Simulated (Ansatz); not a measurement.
Two isomers of C3H5ClSi: A = `C=C1[SiH2]C1Cl`, B = `[SiH3]C1=C(Cl)C1`.

Gas-phase electronic energies from Ansatz, PBE0-D4/def2-TZVP geometries. CBS: MP2 limit from def2 TZ/QZ plus the TZ coupled-cluster correction, frozen cores. Functionals use def2-TZVPP. B3LYP here is the variant with VWN-RPA as its local correlation; programs differ in this.

A:

```xyz
10

C     0.655    1.106    1.203
C     0.073    0.186    0.455
Si   -1.334   -0.483   -0.491
C     0.518   -0.752   -0.618
Cl    1.589   -0.167   -1.893
H     0.081    1.748    1.862
H     1.732    1.259    1.176
H    -2.169   -1.596    0.011
H    -2.010    0.420   -1.444
H     0.864   -1.721   -0.261
```

B:

```xyz
10

Si    0.467   -0.287    1.619
C     0.076   -0.039   -0.154
C     0.309   -0.136   -1.423
Cl    1.343   -0.667   -2.633
C    -0.957    0.541   -1.151
H    -0.611   -1.091    2.251
H     1.766   -0.990    1.756
H     0.535    1.034    2.295
H    -1.029    1.623   -1.261
H    -1.899    0.011   -1.297
```

Problem. Which is lower in electronic energy at CCSD(T)/CBS, and by how much? (An estimate is asked.)

Solution. Computed: A, by 32.1 kJ/mol.

Problem. Give E(B) − E(A) in kJ/mol with PBE0-D4, PBE-D4, CCSD(T)/def2-TZVPP, MP2/def2-TZVPP, B3LYP, B2PLYP, ωB97M-V. (Best estimate.)

Solution. Ansatz gave: PBE0-D4 29.4, PBE-D4 31.3, CCSD(T)/def2-TZVPP 27.8, MP2/def2-TZVPP 21.0, B3LYP 27.0, B2PLYP 25.9, ωB97M-V 31.7. None reverses the order clearly.

Largest T1 diagnostic: 0.012.

The D4 term adds +3.6 kJ/mol with B3LYP and +1.7 kJ/mol with PBE0; it sums over pairs of atoms, weighted by their polarisabilities, and B3LYP, whose exchange is more repulsive, gets the larger term. In def2-TZVPP, CCSD(T) changes the Hartree–Fock value by +10.2 kJ/mol (the triples alone add +1.3 kJ/mol) and MP2 by +3.5 kJ/mol.
